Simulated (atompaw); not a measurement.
## Ranking PAW (atompaw) potentials for Nd

All share these settings but for the change named:

- Element: Nd
- Generator: atompaw 4.2.0.5
- Type: PAW
- Functional: LDA (PW92)
- Relativity: scalar-relativistic
- Frozen core: [Kr] 4d10
- Valence charge: 14
- Reference configuration: 4f4 5s2 5p6 5d0 6s2 6p0
- Partial waves: 5s (bound): rc 2.40 bohr; 6s (bound): rc 2.25 bohr; 5p (bound): rc 3.00 bohr; 6p (bound, empty): rc 3.00 bohr; 5d (bound, empty): rc 3.00 bohr; 5d channel at 0.9 Ry: rc 3.00 bohr; 4f (bound): rc 1.30 bohr; 4f channel at 0.35 Ry: rc 1.30 bohr
- Local potential: ultrasoft scheme with l = 4 at 0 Ry, radius 2.85 bohr
- Core correction: smooth core density matched at 2.15 bohr
- Augmentation charge: sinc compensation charge, radius 2.20 bohr; PAW radius 3.00 bohr; waves and projectors: custom polynom vanderbiltortho

Cutoff: the first of the cutoffs (Ry, on a coarse ladder) from which the occupation-weighted sum of valence levels, in a spherical-Bessel basis at the reference potential, stays within 10 and 1 mRy of its value at 400 Ry; the density cutoff is not measured.

The base gives 110 Ry.

Of 11 variants that were run, those that failed, showed a ghost or another fault, or gave nearly equal values are left out.

A variant can come out equal or close to the base.

**Question.** Rank these variants from softest to hardest (loose cutoff).
A. wave 6p (bound): rc 3.00 bohr becomes 6p (bound): rc 2.88 bohr
B. all radii scaled by about 1.07 (s 2.56, p 3.22, d 3.22, f 1.40 bohr); local potential ultrasoft scheme with l = 4 at 0 Ry, radius 3.06 bohr; augmentation sinc compensation charge, radius 2.36 bohr; PAW radius 3.22 bohr; waves and projectors: custom polynom vanderbiltortho; core correction smooth core density matched at 2.30 bohr
C. waves 5s (bound); 6s (bound); 5p (bound); 6p (bound); 5d (bound); 5d channel at 0.9 Ry; 4f (bound); 4f channel at 0.35 Ry; augmentation sinc compensation charge, radius 2.20 bohr; PAW radius 3.00 bohr; waves and projectors: bloechl

**Answer.** C (25 Ry), B (90 Ry), A (110 Ry).
